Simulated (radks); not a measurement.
Task: These are the eigenvalues of the occupied orbitals of an atom or ion with whole-number occupations (eV). Method: Dirac Kohn-Sham, BLYP, spin-unpolarised, spherical densities, point nucleus; computed with a radial shooting solver on a logarithmic mesh with Libxc functionals.

orbital  eigenvalue
1s1/2     -20918.69
2s1/2     -3032.780
2p1/2     -2801.313
2p3/2     -2682.995
3s1/2     -574.3109
3p1/2     -485.4041
3p3/2     -465.5925
3d3/2     -308.3061
3d5/2     -304.4928
4s1/2     -126.7299
4p1/2      -99.9681
4p3/2      -96.7537
4d3/2      -55.7136
4d5/2      -55.2929
5d3/2      -23.2221
5d5/2      -23.1326

Which element is it, and in what charge state? The configuration may be excited. Open shells, if any, are shared by 2j + 1.

Result: Z = 43, technetium, charge +4: Tc4+ in [Kr] 4d2 5d1. The list shows which subshells hold electrons but not how many an open one holds; the 1s level, -768.75 hartree, gives Z - s = 39.2 by -(Z - s)^2/2, which with screening and relativity narrows Z to a few neighbours, and the depths of the outer levels then fix element, charge and occupations together.
